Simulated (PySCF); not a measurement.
Working out the electron affinity of Mo

Mo⁻ [Kr] 4d5 5s2 (6S) → Mo [Kr] 4d5 5s1 (7S). All numbers are calculated (PySCF 2.14, a scalar-relativistic core potential, in aug-cc-pwCVDZ-PP with ECP28MDF (6s6p5d3f, 70 functions)). Frozen: 4s2 4p6. Energies in hartree (1 hartree = 27.21139 eV):

| part | Mo⁻ (lower) | Mo (upper) |
| --- | --- | --- |
| UHF | -67.332988 | -67.344389 |
| CCSD correlation | -0.116070 | -0.086134 |
| (T) | -0.005269 | -0.001870 |

Q: What does Hartree-Fock give?

A: (-67.344389) − (-67.332988) = -0.011401 hartree = -0.310 eV.

Q: What do CCSD and CCSD(T) give?

A: The CCSD correlation energies differ by 0.029936 hartree = 0.815 eV and the triples by 0.003399 hartree = 0.092 eV, so CCSD gives 0.505 eV and CCSD(T) 0.597 eV.

Reference: 0.747 eV (measured; photodetachment measurements, as compiled on the Wikipedia data page of electron affinities).

A double-zeta basis recovers only part of the correlation energy.

The coupled-cluster amplitudes are large, so a single reference is strained.

What remains against the reference includes basis incompleteness, the frozen core and higher excitations.
